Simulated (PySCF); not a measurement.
**Correlation energy of C(2+) (carbon, charge +2)**

[He] 2s1 3s1, high-spin 3S determinant (an excited configuration). Computed with PySCF 2.14 in aug-cc-pCVQZ-DK (9s8p6d4f2g, 109 functions), with the spin-free X2C one-electron Hamiltonian (Gaussian nucleus). Frozen: nothing; 4 electrons correlated.

MP2 pair energies summed by pair of shells (mhartree):

```
 pair  energy  share (%)
1s-1s  -39.85       78.7
1s-2s   -5.23       10.3
2s-3s   -4.75        9.4
1s-3s   -0.82        1.6
```

Total MP2 correlation energy: -50.66 mhartree.

Same-spin part -6.23 and opposite-spin part -44.43 mhartree; SCS-MP2 scales them by 1/3 and 6/5 to -55.39 mhartree.
